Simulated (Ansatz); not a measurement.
Geometry optimisation, RKS PBE/def2-SVP in Ansatz.

Input:

```yaml
crystal:
  periodic: [false, false, false]
  atoms:
    - { symbol: C, position_ang: [0.2135, 2.2023, -0.1897] }
    - { symbol: C, position_ang: [0.1684, 1.0149, 0.3166] }
    - { symbol: B, position_ang: [-0.1993, -0.2378, -0.5692] }
    - { symbol: Si, position_ang: [-0.0708, -1.999, 0.235] }
    - { symbol: H, position_ang: [0.4054, 3.0929, 0.4081] }
    - { symbol: H, position_ang: [-0.0759, 2.4348, -1.2484] }
    - { symbol: H, position_ang: [0.4439, 0.8835, 1.3701] }
    - { symbol: H, position_ang: [-0.3984, -0.1035, -1.7064] }
    - { symbol: H, position_ang: [1.203, -2.2747, 0.8062] }
    - { symbol: H, position_ang: [-0.4924, -3.0071, -0.7588] }
    - { symbol: H, position_ang: [-1.1321, -2.0632, 1.3571] }
basis:
  gaussian: { orbitals: def2-SVP }
hamiltonian:
  xc: pbe
relax:
  f_tol: 0.015
  max_steps: 40
```

Run as:

```bash
$ ansatz run input.yaml --threads 2 --pin off --max-ram 3072MiB --backend cpu --events-out ev --progress --plain --runs-dir out
```

**Question.** Where does it end, and by what steps?

**Answer.** It converged. After 6 steps the energy has fallen by 0.438 eV; H10 moved furthest, 0.16 Å.

```json
{"step": "0", "energy less start (eV)": "0.0000", "largest force component (eV/Å)": "4.229", "accepted": "yes"}
{"step": "1", "energy less start (eV)": "-0.2739", "largest force component (eV/Å)": "1.449", "accepted": "yes"}
{"step": "2", "energy less start (eV)": "-0.3999", "largest force component (eV/Å)": "0.776", "accepted": "yes"}
{"step": "3", "energy less start (eV)": "-0.4259", "largest force component (eV/Å)": "0.724", "accepted": "yes"}
{"step": "4", "energy less start (eV)": "-0.4376", "largest force component (eV/Å)": "0.092", "accepted": "yes"}
{"step": "5", "energy less start (eV)": "-0.4383", "largest force component (eV/Å)": "0.033", "accepted": "yes"}
{"step": "6", "energy less start (eV)": "-0.4384", "largest force component (eV/Å)": "0.011", "accepted": "yes"}
```

```xyz
11
Properties=species:S:1:pos:R:3
C 0.186 2.294 -0.212
C 0.188 1.046 0.326
B -0.152 -0.195 -0.533
Si -0.142 -2.075 0.226
H 0.429 3.201 0.371
H -0.064 2.448 -1.277
H 0.447 0.961 1.399
H -0.433 0.002 -1.705
H 1.211 -2.394 0.825
H -0.469 -3.164 -0.762
H -1.135 -2.180 1.363
```

Run time: 26 s on 2 threads of AMD EPYC (Zen 3), on a shared host, peak memory 0.14 GiB.
